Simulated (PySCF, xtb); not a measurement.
FeO4, SMILES [O]=[Fe](=[O])(=[O])=[O], multiplicity 1.

Harmonic wavenumbers (cm⁻¹) from GFN2-xTB (xtb) at its own minimum, in rising order: 437, 437, 468, 468, 468, 999, 1191, 1191, 1191.

Problem. What does PBE0-D3(BJ)/def2-SVP in PySCF 2.14.0 give at its own minimum? (The exact figures need the calculation; the answer reports its results.)

Solution. 400, 400, 448, 448, 448, 967, 1029, 1029, 1029. Paired by order, the mean absolute difference is 73 cm⁻¹ and the zero-point energies are 9.8 and 8.9 kcal/mol.
